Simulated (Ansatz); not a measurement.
Reaction (ligand exchange at the Sn–Cl bond): `[NH2][Sn]([F])([F])[Cl]` + NH₃ → `[NH2][Sn]([NH2])([F])[F]` + HCl

Gas-phase electronic energies from Ansatz, PBE0-D4/def2-TZVP geometries. CBS: MP2 limit from def2 TZ/QZ plus the TZ coupled-cluster correction, frozen cores. This one scheme is used for every species. DFT in def2-TZVPP. B3LYP here is the variant with VWN-RPA as its local correlation; programs differ in this. def2 core potentials past Kr. For Sn outer-core shells are correlated without core-valence functions, which leaves a few kJ/mol of doubt a bond. Each species was taken in one conformer, which may not be the lowest.

Question: Is it downhill or uphill in electronic energy at CCSD(T)/CBS, and by how much? (Estimate.)

Answer: The calculation gave: Uphill: ΔE = +17.1 kcal/mol.

Question: What do these levels give: B3LYP-D4, B2PLYP, PBE-QIDH, revPBE, PBE0, MP2/def2-SVP, HF/def2-TZVPP, MP2/def2-TZVPP, SCS-MP2/def2-TZVPP, CCSD(T)/def2-TZVPP, MP2/def2-QZVPP, CCSD/CBS(def2)? (Best estimate.)

Answer: Computed: B3LYP-D4 17.8, B2PLYP 17.3, PBE-QIDH 17.6, revPBE 18.1, PBE0 18.1, MP2/def2-SVP 17.0, HF/def2-TZVPP 19.5, MP2/def2-TZVPP 16.1, SCS-MP2/def2-TZVPP 16.1, CCSD(T)/def2-TZVPP 15.8, MP2/def2-QZVPP 17.0, CCSD/CBS(def2) 17.3 kcal/mol.

Largest T1 diagnostic among the species: 0.014.

Leaving LDA and LC-ωPBE aside and taking each functional with its dispersion term where it has one, the values, not all of them listed here, spread over 2.6 kcal/mol, from CAM-B3LYP-D4 to B97M-V. LDA lies −1.6 kcal/mol from PBE without D4. From BLYP to BHLYP (50 % exact exchange), in def2-TZVPP and without D4, ΔE moves by +0.8 kcal/mol. In def2-TZVPP, CCSD(T) changes the Hartree–Fock value by −3.6 kcal/mol (the triples alone add −0.1 kcal/mol) and MP2 by −3.3 kcal/mol.
